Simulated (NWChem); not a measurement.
Species: GaAsH4; SMILES [GaH2][AsH2]

```xyz
6

Ga     0.0132    -1.2309     0.0000
As     0.0448     1.2015     0.0000
H     -1.0117     1.2647    -1.1181
H     -1.0117     1.2647     1.1181
H      0.0681    -2.0109     1.3781
H      0.0681    -2.0109    -1.3781
```
Atoms are numbered in this order, from 1.

All runs: NWChem. Geometry: optimised at PBE-D3(BJ)/def2-SVP.

Q: What does the run give for LDA (Slater exchange, PW92)/def2-SVP? Quantities: highest occupied level (eV); orbital gap (eV); dipole (D).

A: 
```json
{
  "highest occupied level (eV)": "-6.25",
  "orbital gap (eV)": "3.49",
  "dipole (D)": "0.49"
}
```
